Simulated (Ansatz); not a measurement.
`CC1CB1Br` + H₂ → `CC1BC1` + HBr at 500 K and 1 bar (hydrogenolysis of a B–Br bond).

Program: Ansatz. Geometries: PBE0-D4/def2-TZVP. ΔE: electronic, gas phase. CCSD(T)/CBS is the MP2 limit (def2-TZVPP, def2-QZVPP) plus CCSD(T) − MP2 in def2-TZVPP, frozen cores. This one scheme is used for every species. For Br outer-core shells are correlated without core-valence functions, which leaves a few kJ/mol of doubt a bond. Scalar relativity is left out up to krypton.

| species | CCSD(T)/CBS energy (Eh) | H − E (kJ/mol) | S (J/(mol·K)) |
| --- | --- | --- | --- |
| `CC1CB1Br` | -2715.87158 | 265.6 | 396.5 |
| H₂ | -1.17544 | 41.0 | 145.5 |
| `CC1BC1` | -143.10234 | 278.5 | 345.8 |
| HBr | -2573.91920 | 30.5 | 213.7 |

H − E and S are ideal-gas, rigid-rotor, harmonic terms from PBE0-D4/def2-TZVP, for one conformer and one mirror image of each species. For small species the MP2-based limit differs from directly extrapolated CCSD(T) by up to some mEh (0.8 for H₂); such offsets cancel only in part. 1 Eh = 2625.50 kJ/mol, R = 8.31446 J/(mol·K).

**Question.** By hand: ΔE, ΔH, ΔS and ΔG.

**Answer.** ΔE = (-143.10234) + (-2573.91920) − (-2715.87158) − (-1.17544) = 0.02548 Eh = 66.9 kJ/mol. Δ(H − E) = 278.5 + 30.5 − 265.6 − 41.0 = 2.4, so ΔH = 69.3 kJ/mol. ΔS = 345.8 + 213.7 − 396.5 − 145.5 = 17.5 J/(mol·K). ΔG = 69.3 − 500 × (17.5)/1000 = 60.5 kJ/mol.

**Question.** By hand: the equilibrium constant, and the temperature at which ΔG would vanish if ΔH and ΔS stayed fixed.

**Answer.** log₁₀ K = −ΔG/(RT ln 10) = -6.3. ΔG = 0 at ΔH/ΔS = 3960 K, far beyond where these terms or the molecules hold.

ΔH outweighs TΔS. A doubt of 5 kJ/mol in ΔE shifts log₁₀ K by 0.5 here. Other conformers and mirror images would add mixing entropy, several J/(mol·K) or more a flexible species. These are equilibria of isolated gas molecules and say nothing of rates. Largest T1 diagnostic: 0.010 (customary marks: 0.02 for closed shells, 0.045 for open ones).
